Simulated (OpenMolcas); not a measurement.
**Au6+ in a point-charge field**

Au6+ among 6 point charges of -1.7 e arranged as an octahedron (Oh), 2.2 Å from the ion.
```
   2.2000    0.0000    0.0000  -1.70
   0.0000    2.2000    0.0000  -1.70
  -2.2000    0.0000    0.0000  -1.70
   0.0000   -2.2000    0.0000  -1.70
   0.0000    0.0000    2.2000  -1.70
   0.0000    0.0000   -2.2000  -1.70
```

| Quantity | Value |
| --- | --- |
| Program | OpenMolcas |
| Method | SS-CASPT2, IPEA 0.25 Eh, imaginary shift 0.1 Eh (closed shells correlated: 5s 5p) |
| Basis | ANO-RCC-VDZP [7s6p4d2f] |
| Scalar Hamiltonian | DKH2, point nucleus |
| Active space | 5 electrons in 5 orbitals (5d) |
| State averaging | 2S+1 = 6 even, 1 root; 2S+1 = 4 even, 24 roots; 2S+1 = 2 even, 75 roots |
| Spin-orbit coupling | state interaction with AMFI integrals over the reference wave functions |

The lowest spin-free states (labels of O, the rotations of Oh), above the lowest:

| State | Degeneracy | E (cm-1) | Free-ion L (%) |
| --- | --- | --- | --- |
| 6A1 | 1 | 0 | S (100) |
| 4T1 | 3 | 29320 | G (86) |
| 4T2 | 3 | 30290 | G (99) |
| 4E | 2 | 30530 | G (100) |
| 4A1 | 1 | 30640 | G (100) |
| 4T2 | 3 | 36040 | D (98) |
| 4T1 | 3 | 36090 | P (86) |
| 4E | 2 | 36430 | D (100) |
| 2T2 | 3 | 43110 | I (84) |
| 2A2 | 1 | 43670 | I (91) |
| 2T1 | 3 | 43900 | I (93) |
| 2T2 | 3 | 44130 | I (95) |
| 2E | 2 | 44460 | I (98) |
| 2A1 | 1 | 44740 | I (100) |
| 2T2 | 3 | 46760 | D (59) |
| 2E | 2 | 47910 | D (87) |
| 2T1 | 3 | 49540 | F (84) |
| 4T1 | 3 | 49680 | F (100) |
| 4A2 | 1 | 49900 | F (100) |
| 4T2 | 3 | 50470 | F (97) |

The lowest levels with spin-orbit coupling:

```csv
E (cm-1),Degeneracy,Label,2S+1,g
0,2,Γ7,6 (75 %),3.13 3.13 3.13
140,4,Γ8,6 (76 %),
18950,2,Γ7,4 (47 %),1.88 1.88 1.88
20770,4,Γ8,4 (51 %),
29000,2,Γ7,4 (84 %),3.35 3.35 3.35
29170,4,Γ8,4 (83 %),
29350,2,Γ6,4 (85 %),2.42 2.42 2.42
29580,4,Γ8,4 (86 %),
31220,2,Γ7,4 (69 %),4.16 4.16 4.16
31420,4,Γ8,4 (74 %),
31750,2,Γ6,4 (71 %),4.38 4.38 4.38
31790,4,Γ8,4 (72 %),
32260,4,Γ8,4 (80 %),
33190,4,Γ8,4 (87 %),
33220,2,Γ6,4 (87 %),3.66 3.66 3.66
33620,4,Γ8,4 (86 %),
33720,2,Γ7,4 (83 %),1.99 1.99 1.99
36200,2,Γ6,4 (89 %),2.12 2.12 2.12
39830,2,Γ6,4,2.85 2.85 2.85
40560,4,Γ8,4 (90 %),
```

Powder χT (cm3 K/mol): 0.978 at 2 K, 1.22 at 10 K, 2.4 at 50 K, 3.26 at 100 K, 3.71 at 200 K, 3.8 at 300 K. The effective moment at 300 K is 2.828 √(χT) = 5.51 μB.

Roots that are degenerate in the reference are averaged as groups; the widest CASPT2 spread within a group is 100 cm-1 (the 3-fold group of multiplicity 2 near 44100 cm-1 above the lowest state of its run). Shifts and gaps below about the spread of the groups concerned are not significant. Point charges give a weaker field than real ligands, and real ions of this kind are as a rule low spin; the high spin found here belongs to the model. This field is weak: 10Dq is about 2102 cm-1, while octahedral complexes of 5d ions of charge 3 and more, computed by the same method with explicit ligands, had a median near 35000 cm-1. Ground spin and moment need not be those of a real site. Free-ion shares, where given, are those of the reference states; single-state CASPT2 does not remix them. Point charges carry no covalency, so the field is a model and not that of real ligands. No measured value stands beside these numbers.

The CASPT2 steps took 6.5 s on 1 thread of Intel(R) Xeon(R) Platinum 8488C (Sapphire Rapids), with other jobs on the host; the integral step is not counted.
